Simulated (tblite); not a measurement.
HCl, charge +1, doublet, at a GFN2-xTB geometry (a state made from the parent by changing its charge; the spin is typed, not shown lowest); GFN1-xTB with ALPB(water) in tblite.

Here is a job for tblite.
```
$ tblite run mol.xyz --method gfn1 --charge 1 --spin 1 --alpb water --json tblite.json --no-restart

# file mol.xyz
2

Cl    -0.00000000    -0.00000000    -0.07394818
H      0.00000000     0.00000000     1.25711911
```

Task: Write the output that tblite gives for this input, abridged.

Result: 
```
xTB calculator
 | screened Coulomb repulsion
 | Coulomb electrostatics
 |  * isotropic Klopman-Ohno-Mataga-Nishimoto electrostatics
 |  * onsite third-order electrostatics
 | DFT-D3(BJ) dispersion correction
 | Interactions (3)
 | [1] alpb/gbsa reaction field model
 | [2] cds contribution to solvation
 | [3] empirical free energy shift and standard state/solvent correction

halogen bonding energy    0.0000000000000E+00 Eh
repulsion energy          6.6958229153600E-03 Eh
dispersion energy        -1.1883400010051E-04 Eh
interaction energy        1.5749834279134E-03 Eh
number of electrons       7.0000000000000E+00 e
integral cutoff           1.9731147476801E+01 bohr

------------------------------------------------------------
  cycle        total energy    energy error   density error
------------------------------------------------------------
      1     -4.255724758072  -4.2638767E+00   1.4612583E-01
      2     -4.256537521508  -8.1276344E-04   7.1255673E-02
      3     -4.256681521615  -1.4400011E-04   9.3712914E-03
      4     -4.256686620015  -5.0983997E-06   5.4875827E-04
      5     -4.256686657994  -3.7978772E-08   2.1966749E-05
      6     -4.256686657999  -5.6283866E-12   4.9219468E-06
------------------------------------------------------------

electronic energy        -4.2648386303426E+00 Eh
total energy             -4.2566866579994E+00 Eh

Post processing:
 | Mayer-Wiberg bond orders

[Info] JSON dump of results written to 'tblite.json'
```
